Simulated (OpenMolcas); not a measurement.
A calculation on Sn.

```
Program             : OpenMolcas
Method              : SS-CASPT2, IPEA 0.25 Eh, imaginary shift 0.1 Eh (closed shells correlated: 4d)
Basis               : ANO-RCC-VTZP [7s6p4d2f1g]
Scalar Hamiltonian  : DKH2, point nucleus
Active space        : 4 electrons in 4 orbitals (5s 5p)
State averaging     : 2S+1 = 3 even, 3 roots; 2S+1 = 1 even, 6 roots; 2S+1 = 5 odd, 1 root; 2S+1 = 3 odd, 5 roots
Spin-orbit coupling : RASSI with atomic mean-field integrals over the reference wave functions, term energies averaged over their components
```

Task: Which level of the active space comes out lowest?

Result: 5s2 5p2 3P0, with 97 % of that term; it is also the measured ground level.

Task: How high does 5s2 5p2 1S0 lie?

Result: 2.194 eV above the lowest level; measured 2.1279 eV above the ground level, so the calculation is off by +3 %.

Task: How high does 5s 5p3 5S* 2 lie?

Result: 4.699 eV above the lowest level; measured 4.9129 eV above the ground level, so the calculation is off by -4 %.

Task: How high does 5s2 5p2 1D2 lie?

Result: 1.052 eV above the lowest level; measured 1.0679 eV above the ground level, so the calculation is off by -1 %.

Measured values: NIST Handbook of Basic Atomic Spectroscopic Data.

CASPT2 does not keep the components of a term degenerate, so their means are used; among the terms shown or strongly mixed into the levels shown the widest spread is 260 cm-1 (5s2 5p2 1D). Over all roots computed the reference weight is 0.86 to 0.93; the roots of lowest weight are the least certain, and an intruder state may touch them. Terms of s pⁿ other than that of highest spin mix with s² pⁿ⁻² d, which this space lacks; all of them can be thousands of cm-1 off, and some have no real level of that name. Computed and measured levels are paired by configuration, term and J; levels that our copy of the source lacks, or whose pairing is in doubt (as where it misses far off the trend of its configuration), stay unpaired and out of the deviations. Only configurations of the active space appear.

* marks odd parity.
